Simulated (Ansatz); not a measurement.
`[SiH3]BCl` + `[Cl][GeH3]` → `[SiH3][BH][GeH2][Cl]` + HCl at 500 K and 1 bar (formal exchange of groups at a B–Cl bond).

Isolated molecules relaxed with PBE0-D4/def2-TZVP in Ansatz; ΔE leaves out vibrations. CBS: MP2 limit from def2 TZ/QZ plus the TZ coupled-cluster correction, frozen cores. This one scheme is used for every species. For Ge outer-core shells are correlated without core-valence functions, which leaves a few kJ/mol of doubt a bond. Scalar relativity is left out up to krypton. Each species was taken in one conformer, which may not be the lowest.

```json
{"species": "`[SiH3]BCl`", "CCSD(T)/CBS energy (Eh)": "-776.06195", "H − E (kJ/mol)": "133.4", "S (J/(mol·K))": "356.8"}
{"species": "`[Cl][GeH3]`", "CCSD(T)/CBS energy (Eh)": "-2537.71925", "H − E (kJ/mol)": "89.2", "S (J/(mol·K))": "296.4"}
{"species": "`[SiH3][BH][GeH2][Cl]`", "CCSD(T)/CBS energy (Eh)": "-2853.36466", "H − E (kJ/mol)": "191.6", "S (J/(mol·K))": "456.2"}
{"species": "HCl", "CCSD(T)/CBS energy (Eh)": "-460.38127", "H − E (kJ/mol)": "32.5", "S (J/(mol·K))": "201.9"}
```

H − E and S are ideal-gas, rigid-rotor, harmonic terms from PBE0-D4/def2-TZVP, for one conformer and one mirror image of each species. 1 Eh = 2625.50 kJ/mol, R = 8.31446 J/(mol·K).

Task: By hand: ΔE, ΔH, ΔS and ΔG.

Result: ΔE = (-2853.36466) + (-460.38127) − (-776.06195) − (-2537.71925) = 0.03527 Eh = 92.6 kJ/mol. Δ(H − E) = 191.6 + 32.5 − 133.4 − 89.2 = 1.5, so ΔH = 94.1 kJ/mol. ΔS = 456.2 + 201.9 − 356.8 − 296.4 = 4.9 J/(mol·K). ΔG = 94.1 − 500 × (4.9)/1000 = 91.6 kJ/mol.

Task: By hand: the equilibrium constant, and the temperature at which ΔG would vanish if ΔH and ΔS stayed fixed.

Result: log₁₀ K = −ΔG/(RT ln 10) = -9.6. ΔG = 0 at ΔH/ΔS = 19204 K, far beyond where these terms or the molecules hold.

The number of gas molecules stays the same, so ΔS is small and ΔH decides. A doubt of 5 kJ/mol in ΔE shifts log₁₀ K by 0.5 here. Other conformers and mirror images would add mixing entropy, several J/(mol·K) or more a flexible species. Modes under 60 cm⁻¹, often nearly free rotors, make the harmonic entropy too high. These are equilibria of isolated gas molecules and say nothing of rates. Largest T1 diagnostic: 0.014 (customary marks: 0.02 for closed shells, 0.045 for open ones).
